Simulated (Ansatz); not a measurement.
Two structures of GePH$_{7}$, closed shell, reached by relaxing down either side of one saddle point (PBE0-D4/def2-TZVP). Energies are electronic, without zero-point energy. Computed with Ansatz 0.2.0 (basis: def2-TZVPP and def2-QZVPP); correlated methods freeze the cores. Filled d shells of the heavier atoms are correlated. The def2 sets are not built for correlating such inner shells, so the correlated values are less sure here. Extrapolation: Hartree–Fock as exp(−7.88 √X), correlation as X^−2.97. First:

Ge1  (-1.480, 0.953, -0.713)
H2  (-0.983, -0.426, -1.172)
H3  (-2.656, 1.380, -1.606)
H4  (-1.949, 0.872, 0.745)
H5  (-0.345, 1.976, -0.841)
H6  (1.012, -2.046, 1.021)
P7  (1.528, -0.724, 1.007)
H8  (2.665, -1.070, 1.783)
H9  (2.208, -0.915, -0.225)
(Å)

Second:

Ge1  (-0.337, 0.964, -0.147)
H2  (-1.878, -2.392, -0.293)
H3  (-0.870, 0.559, -1.530)
H4  (-1.443, 0.757, 0.900)
H5  (0.065, 2.449, -0.173)
H6  (-1.158, -2.438, -0.099)
P7  (1.433, -0.441, 0.385)
H8  (1.862, 0.357, 1.479)
H9  (2.327, 0.185, -0.524)
(Å)

Q: Which bonds change from the first to the second?

A: GeH₄ + PH₃ → GePH₅ ([PH2][GeH3]) + H₂; bonds formed: Ge1–P7, H2–H6; bonds broken: Ge1–H2, H6–P7.

Q: Give the saddle point's structure and its height above each. (To be estimated.)

A: Computed: 268.7 kJ/mol above the first and 270.0 kJ/mol above the second (CCSD(T) at an estimated basis limit (MP2 extrapolated from triple and quadruple zeta, plus CCSD(T) − MP2 in triple zeta)).
Ge1  (-0.871, 0.783, -0.292)
H2  (-0.701, -1.082, -0.326)
H3  (-1.526, 0.722, -1.694)
H4  (-1.928, 0.825, 0.821)
H5  (-0.084, 2.111, -0.293)
H6  (-0.024, -1.616, 0.301)
P7  (1.107, -0.557, 0.759)
H8  (2.461, -0.472, 1.293)
H9  (1.565, -0.714, -0.569)
(Å)

The T1 diagnostic stays at or below 0.013.

Labels in which every atom is bracketed show which atoms are joined, not bond orders.

For scale, one of the runs: CCSD(T)/def2-TZVPP, 188 basis functions, launched by `ansatz run in.yaml --threads 2 --pin off --events-out ev --progress --plain --max-ram 4352MiB`. The run took 53 s on 2 CPU threads of an Arm Neoverse V1 (shared host), with 1.9 GiB of host memory at its peak.
